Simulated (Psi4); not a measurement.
Psi4 input (wB97X-D/6-31G*):

```
memory 1500 MB

molecule {
-1 1
N    -1.19171300   -0.75422000    0.09006400
B    -0.00916100    0.18464700    0.02655500
N     1.25786900   -0.57920200   -0.28183400
O    -0.07269900    1.46529800    0.21073600
H    -2.06484000   -0.25215400    0.00284800
H    -1.17973100   -1.52116900   -0.57165800
H     1.32955400   -1.49864300    0.13735600
H     2.07931900   -0.03969200   -0.04482000
symmetry c1
no_reorient
no_com
}

set {
  basis 6-31G*
  reference rks
  scf_type pk
  dft_radial_points 99
  dft_spherical_points 590
  e_convergence 1e-8
  d_convergence 1e-7
  maxiter 150
}

e = energy('wb97x-d')
print_out(f'\nFINAL {e:.10f} DIPOLE {variable("CURRENT DIPOLE")[0]:.6f} {variable("CURRENT DIPOLE")[1]:.6f} {variable("CURRENT DIPOLE")[2]:.6f}\n')
```

Output:

```
   => Loading Basis Set <=

    Name: 6-31G*
    Role: ORBITAL
    Keyword: BASIS
    atoms 1, 3 entry N          line   128 file 6-31gs.gbs
    atoms 2    entry B          line    94 file 6-31gs.gbs
    atoms 4    entry O          line   145 file 6-31gs.gbs
    atoms 5-8  entry H          line    44 file 6-31gs.gbs

   => WB97X-D: Empirical Dispersion <=

    Chai and Head-Gordon Dispersion Correction
    Chai, J.-D.; Head-Gordon, M. (2010), J. Chem. Phys., 132: 6615-6620

        s6 =       1.000000

         ---------------------------------------------------------
                                   SCF
               by Justin Turney, Rob Parrish, Andy Simmonett
                          and Daniel G. A. Smith
                              RKS Reference
         ---------------------------------------------------------

  ==> Geometry <==

    Molecular point group: c1
    Full point group: C1

    Geometry (in Angstrom), charge = -1, multiplicity = 1:

       Center              X                  Y                   Z               Mass
    ------------   -----------------  -----------------  -----------------  -----------------
         N           -1.191713000000    -0.754220000000     0.090064000000    14.003074004430
         B           -0.009161000000     0.184647000000     0.026555000000    11.009305360000
         N            1.257869000000    -0.579202000000    -0.281834000000    14.003074004430
         O           -0.072699000000     1.465298000000     0.210736000000    15.994914619570
         H           -2.064840000000    -0.252154000000     0.002848000000     1.007825032230
         H           -1.179731000000    -1.521169000000    -0.571658000000     1.007825032230
         H            1.329554000000    -1.498643000000     0.137356000000     1.007825032230
         H            2.079319000000    -0.039692000000    -0.044820000000     1.007825032230

  Running in c1 symmetry.

  Rotational constants: A =      0.31419  B =      0.30484  C =      0.15659 [cm^-1]
  Rotational constants: A =   9419.31780  B =   9138.89426  C =   4694.45098 [MHz]
  Nuclear repulsion =  106.806309997575738

  Charge       = -1
  Multiplicity = 1
  Electrons    = 32
  Nalpha       = 16
  Nbeta        = 16

  ==> Algorithm <==

  SCF Algorithm Type is PK.
  DIIS enabled.
  MOM disabled.
  Fractional occupation disabled.
  Guess Type is SAD.
  Energy threshold   = 1.00e-08
  Density threshold  = 1.00e-07
  Integral threshold = 1.00e-12

  ==> Primary Basis <==

  Basis Set: 6-31G*
    Blend: 6-31G*
    Number of shells: 32
    Number of basis functions: 68
    Number of Cartesian functions: 68
    Spherical Harmonics?: false
    Max angular momentum: 2

  ==> DFT Potential <==

   => LibXC <=

    Version 7.1.2
    S. Lehtola, C. Steigemann, M. J. T. Oliveira, and M. A. L. Marques,  SoftwareX 7, 1–5 (2018) (10.1016/j.softx.2017.11.002)

   => Composite Functional: WB97X-D <=

    wB97X-D Hyb-GGA Exchange-Correlation Functional

    J.-D. Chai and M. Head-Gordon,  Phys. Chem. Chem. Phys. 10, 6615–6620 (2008) (10.1039/B810189B)

    Deriv               =              1
    GGA                 =           TRUE
    Meta                =          FALSE

    Exchange Hybrid     =           TRUE
    MP2 Hybrid          =          FALSE

   => Exchange-Correlation Functionals <=

    1.0000   wB97X-D range-separated functional

   => Exact (HF) Exchange <=

    0.7780            HF,LR [omega = 0.2000]
    0.2220               HF

   => LibXC Density Thresholds  <==

    XC_HYB_GGA_XC_WB97X_D:  1.00E-14

   => Molecular Quadrature <=

    Radial Scheme          =       TREUTLER
    Pruning Scheme         =           NONE
    Nuclear Scheme         =       TREUTLER

    Blocking Scheme        =         OCTREE
    BS radius alpha        =              1
    Pruning alpha          =              1
    Radial Points          =             99
    Spherical Points       =            590
    Total Points           =         441963
    Total Blocks           =           3147
    Max Points             =            256
    Max Functions          =             67
    Weights Tolerance      =       1.00E-15

  ==> Integral Setup <==

  Using in-core PK algorithm.
   Calculation information:
      Number of atoms:                   8
      Number of AO shells:              32
      Number of primitives:             76
      Number of atomic orbitals:        68
      Number of basis functions:        68

      Integral cutoff                 1.00e-12
      Number of threads:                 1

  Performing in-core PK
  Using 8259093 doubles for integral storage.
  We computed 136320 shell quartets total.
  Whereas there are 139656 unique shell quartets.

  Computing range-separated integrals for PK
  We computed 136320 wK shell quartets total.
  Whereas there are 139656 wK unique shell quartets.

  ==> DiskJK: Disk-Based J/K Matrices <==

    J tasked:                  Yes
    K tasked:                  Yes
    wK tasked:                 Yes
    Omega:               2.000E-01
    Schwarz Cutoff:          1E-12


  Cached 100.0% of DFT collocation blocks in 0.754 [GiB].

  Minimum eigenvalue in the overlap matrix is 7.6902943085E-03.
  Reciprocal condition number of the overlap matrix is 1.1677479341E-03.
    Using symmetric orthogonalization.

  ==> Pre-Iterations <==

  SCF Guess: Superposition of Atomic Densities via on-the-fly atomic UHF (no occupation information).

   -------------------------
    Irrep   Nso     Nmo
   -------------------------
     A         68      68
   -------------------------
    Total      68      68
   -------------------------

  ==> Iterations <==

                        Total Energy        Delta E     RMS |[F,P]|

   @RKS iter SAD:  -210.94025578181902   -2.10940e+02   0.00000e+00
   @RKS iter   1:  -211.55796060960978   -6.17705e-01   1.53128e-02 DIIS/ADIIS
   @RKS iter   2:  -211.55812043923729   -1.59830e-04   1.60625e-02 DIIS/ADIIS
   @RKS iter   3:  -212.00875949376916   -4.50639e-01   2.30654e-03 DIIS/ADIIS
   @RKS iter   4:  -212.01783551396090   -9.07602e-03   5.47995e-04 DIIS/ADIIS
   @RKS iter   5:  -212.01840598351487   -5.70470e-04   1.01692e-04 DIIS/ADIIS
   @RKS iter   6:  -212.01843161074390   -2.56272e-05   2.50705e-05 DIIS
   @RKS iter   7:  -212.01843404390263   -2.43316e-06   3.71741e-06 DIIS
   @RKS iter   8:  -212.01843419312127   -1.49219e-07   1.01064e-06 DIIS
   @RKS iter   9:  -212.01843420223966   -9.11839e-09   2.60032e-07 DIIS
   @RKS iter  10:  -212.01843420277189   -5.32225e-10   3.00846e-08 DIIS
  Energy and wave function converged.

  ==> Post-Iterations <==

   Electrons on quadrature grid:
      Ntotal   =   32.0000011946 ; deviation = 1.195e-06

    Orbital Energies [Eh]
    ---------------------

    Doubly Occupied:

       1A    -18.908915     2A    -14.193687     3A    -14.193682
       4A     -6.587345     5A     -0.741102     6A     -0.699196
       7A     -0.695379     8A     -0.357657     9A     -0.333461
      10A     -0.323766    11A     -0.236612    12A     -0.169856
      13A     -0.155201    14A     -0.101672    15A     -0.068353
      16A     -0.044337

    Virtual:

      17A      0.354037    18A      0.395321    19A      0.433701
      20A      0.445205    21A      0.456731    22A      0.545376
      23A      0.611158    24A      0.684889    25A      0.791703
      26A      0.844584    27A      0.850074    28A      0.970833
      29A      1.021660    30A      1.037391    31A      1.081165
      32A      1.137940    33A      1.151612    34A      1.209457
      35A      1.217088    36A      1.226455    37A      1.257839
      38A      1.318817    39A      1.339565    40A      1.404367
      41A      1.439146    42A      1.506558    43A      1.618147
      44A      1.659232    45A      1.719786    46A      1.855440
      47A      1.898975    48A      1.956311    49A      1.994454
      50A      2.109143    51A      2.170579    52A      2.264298
      53A      2.285018    54A      2.379145    55A      2.476694
      56A      2.530464    57A      2.656280    58A      2.679310
      59A      2.776354    60A      2.817682    61A      2.884337
      62A      2.995271    63A      3.173945    64A      3.325016
      65A      3.939619    66A      4.126213    67A      4.176203
      68A      4.443242

    Final Occupation by Irrep:
              A
    DOCC [    16 ]
    NA   [    16 ]
    NB   [    16 ]

  @RKS Final Energy:  -212.01843420277189

   => Energetics <=

    Nuclear Repulsion Energy =            106.8063099975757382
    One-Electron Energy =                -508.7607864737782961
    Two-Electron Energy =                 209.4894451794617964
    DFT Exchange-Correlation Energy =     -19.5516259884104784
    Empirical Dispersion Energy =          -0.0017769176206535
    VV10 Nonlocal Energy =                  0.0000000000000000
    Total Energy =                       -212.0184342027718856

Computation Completed

Properties will be evaluated at   0.000000,   0.000000,   0.000000 [a0]

Properties computed using the SCF density matrix

 Multipole Moments:

 ------------------------------------------------------------------------------------
     Multipole            Electronic (a.u.)      Nuclear  (a.u.)        Total (a.u.)
 ------------------------------------------------------------------------------------

 L = 1.  Multiply by 2.5417464519 to convert [e a0] to [Debye]
 Dipole X            :          0.0719921           -0.0000057            0.0719864
 Dipole Y            :         -1.4509586            0.0000132           -1.4509454
 Dipole Z            :         -0.2086693           -0.0000019           -0.2086712
 Magnitude           :                                                    1.4676404

 ------------------------------------------------------------------------------------

FINAL -212.0184342028 DIPOLE 0.071986 -1.450945 -0.208671

*** Psi4 exiting successfully. Buy a developer a beer!
```

The dipole moment of an ion depends on the origin.

The geometry given is a B3LYP-D3(BJ)/def2-TZVP minimum.
